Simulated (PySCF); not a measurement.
An element was calculated at PBE (PySCF 2.14, spin-free X2C, a triple-zeta basis, no spin-orbit coupling), in the ground configurations that NIST lists.

| Property | Result |
| --- | --- |
| first ionisation energy | 5.602 eV |
| second ionisation energy | 11.537 eV |
| third ionisation energy | 26.183 eV |

Problem. Which element is it?

Solution. Europium (Eu, Z = 63), in ANO-RCC-VTZP. NIST lists 5.670, 11.24 ± 0.006, 24.84 ± 0.03 eV for these ionisation energies.
